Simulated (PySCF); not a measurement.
**Dipole response of Tc(2+) (technetium, charge +2)**

[Kr] 4d5, high-spin 6S determinant. Calculation: PySCF 2.14, in aug-cc-pwCVTZ-PP with ECP28MDF (8s8p7d4f3g, 122 functions); scalar relativity through the core potential. Coupled (time-dependent) response in atomic units; α is the mean over directions.

| method | mean α (bohr³) | C₆ (like pair) | S(−4) |
| --- | --- | --- | --- |
| UHF | 8.102 | 42.88 | 19.32 |
| PBE | 9.364 | 50.33 | 30.64 |

S(−4) is the Cauchy moment in α(ω) = α(0) + S(−4) ω² + …

α(iu) at PBE:

| u (hartree) | α(iu) (bohr³) |
| --- | --- |
| 0 | 9.364 |
| 0.0500 | 9.289 |
| 0.100 | 9.075 |
| 0.200 | 8.368 |
| 0.300 | 7.527 |
| 0.500 | 6.019 |
| 0.750 | 4.649 |
| 1.00 | 3.686 |
| 1.50 | 2.457 |
| 2.00 | 1.732 |
| 3.00 | 0.9689 |
| 5.00 | 0.4137 |

A single London oscillator, α(iu) = α/(1 + u²/ω²), gives C₆ = (3/4) ω α². Matching the computed C₆ needs ω = 4 × 50.33 / (3 × 9.364²) = 0.765 hartree.

For an ion, C₆ is the dispersion term alone; charge-induced terms of lower order in 1/R come first.

Energies and moments cover only the electrons outside the core potential.
